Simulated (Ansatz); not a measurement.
`[F][Ge][Cl]`. The species carries charge 0 and has multiplicity 1. Geometry: relaxed with PBE0-D4/def2-TZVP.

```xyz
3

F     1.117    0.305    0.890
Ge    0.384   -0.691   -0.346
Cl   -1.501    0.386   -0.543
```

(1) What is the dipole moment at B3LYP/def2-TZVPP? (An estimate is asked.)

(2) And with PBE, r2SCAN, ωB97M-V? (An estimate is asked.)

(3) Give the Mulliken charges with B3LYP, ωB97M-V, PBE in def2-TZVPP. (Estimate.)

Answers

(1) The calculation gave: 2.32 D, with components (0.72, -1.89, -1.13) D in this frame, pointing from negative to positive charge.

(2) The calculation gave: PBE 2.09 D, r2SCAN 2.10 D, ωB97M-V 2.34 D.

(3) The calculation gave: 
```json
{"atom": "F1", "B3LYP": "-0.36", "ωB97M-V": "-0.36", "PBE": "-0.32"}
{"atom": "Ge2", "B3LYP": "0.67", "ωB97M-V": "0.66", "PBE": "0.60"}
{"atom": "Cl3", "B3LYP": "-0.30", "ωB97M-V": "-0.29", "PBE": "-0.28"}
```

B3LYP here is the variant with VWN-RPA as its local correlation; programs differ in this.

Computed with Ansatz.
